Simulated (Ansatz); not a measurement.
One change: `[OH][Cd][O][SiH3]` becomes `C[O][Cd][OH]`.

Ansatz, PBE0-D4/def2-TZVP geometries, multiplicity 1. Each molecule was computed in one conformer, which needn't be the lowest.

Elements past krypton have def2 core potentials.

```json
{"property": "HOMO–LUMO gap (PBE0/def2-TZVPP) / eV", "`[OH][Cd][O][SiH3]`": "6.36"}
{"property": "HOMO energy (PBE/def2-TZVPP) / eV", "`[OH][Cd][O][SiH3]`": "-6.62"}
{"property": "LUMO energy (PBE0/def2-TZVPP) / eV", "`[OH][Cd][O][SiH3]`": "-1.75"}
{"property": "HOMO–LUMO gap (B3LYP/def2-TZVPP) / eV", "`[OH][Cd][O][SiH3]`": "5.81"}
{"property": "HOMO energy (PBE0/def2-TZVPP) / eV", "`[OH][Cd][O][SiH3]`": "-8.11"}
{"property": "LUMO energy (PBE/def2-TZVPP) / eV", "`[OH][Cd][O][SiH3]`": "-2.66"}
```

**Question.** Give the same properties after the change, and the shifts. (Estimate.)

**Answer.** Computed: 
```tsv
property	`C[O][Cd][OH]`	shift
HOMO–LUMO gap (PBE0/def2-TZVPP) / eV	5.84	-0.52
HOMO energy (PBE/def2-TZVPP) / eV	-5.76	0.86
LUMO energy (PBE0/def2-TZVPP) / eV	-1.42	0.33
HOMO–LUMO gap (B3LYP/def2-TZVPP) / eV	5.29	-0.52
HOMO energy (PBE0/def2-TZVPP) / eV	-7.26	0.85
LUMO energy (PBE/def2-TZVPP) / eV	-2.30	0.36
```

With PBE0 the HOMO rises by 0.85 eV and the LUMO rises by 0.33 eV, so the gap narrows by about 0.52 eV. PBE moves the HOMO by 0.86 eV and ωB97M-V by 0.79 eV.

B3LYP here is the variant with VWN-RPA as its local correlation; programs differ in this.
